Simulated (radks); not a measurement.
Values are calculated unless marked as measured or tabulated.
Task: Coherent X-ray form factor from a spherical all-electron density. Level of theory: Dirac Kohn-Sham, PBEsol, spin-unpolarised, spherical densities, finite nucleus; Fermi nuclear charge, rms radius of each element as measured or else 0.836 A^(1/3) + 0.57 fm (a radial shooting solver on a logarithmic mesh with Libxc functionals).

| sin(theta)/lambda (1/angstrom) | f0 (electrons) |
|---|---|
| 0.05 | 38.443 |
| 0.1 | 36.919 |
| 0.15 | 34.772 |
| 0.2 | 32.370 |
| 0.25 | 29.987 |
| 0.3 | 27.781 |
| 0.4 | 24.110 |
| 0.5 | 21.333 |
| 0.6 | 19.136 |
| 0.8 | 15.514 |
| 1 | 12.427 |
| 1.25 | 9.456 |
| 1.5 | 7.539 |
| 2 | 5.689 |

The species is in the configuration that NIST lists as its ground one. Which atom or ion scatters so?

Result: The niobium ion Nb2+, [Kr] 4d3. Extrapolating in s^2 from the first two rows gives f0(0) = 39.0, near the electron count 39; among species with that count, the fall with angle is slower the higher Z, and the table is that of Z = 41; from so few rows the species is fixed only to a neighbour or two.
